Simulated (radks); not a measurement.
The numbers below are computed, except where a source is named.
Spherical jellium clusters: N electrons in a uniform positive sphere of charge N and radius rs N^(1/3), rs = 5.06 bohr. Level of theory: non-relativistic Kohn-Sham, LDA (Slater exchange, Perdew-Wang correlation), spin-polarised, spherical densities (a radial shooting solver with Libxc functionals). Levels are named by radial order and angular momentum (1s, 1p, 1d, 2s, ...), and open shells are averaged over m.

N = 19, configuration 1s2 1p6 1d10 2s(up 1, down 0). This is the lowest configuration that the search found. Occupied and some empty levels:

| level | occupation | eigenvalue (eV) | <r> (bohr) |
|---|---|---|---|
| 1s up | 1 | -3.8502 | 8.226 |
| 1s down | 1 | -3.7452 | 8.783 |
| 1p up | 3 | -3.3316 | 9.882 |
| 1p down | 3 | -3.2915 | 10.00 |
| 1d up | 5 | -2.6944 | 10.90 |
| 1d down | 5 | -2.6698 | 10.92 |
| 2s up | 1 | -2.4374 | 8.545 |
| 2s down | 0 | -2.1928 | 8.767 |
| 1f up | 0 | -1.9422 | 11.76 |
| 1f down | 0 | -1.9205 | 11.76 |
| 2p up | 0 | -1.4788 | 10.43 |
| 2p down | 0 | -1.3709 | 10.80 |
| 1g up | 0 | -1.0993 | 12.63 |
| 1g down | 0 | -1.0773 | 12.63 |

Energy (eV): total -35.1247, kinetic 21.344, external -867.88, Hartree 432.01, exchange-correlation -57.122, background 436.52.
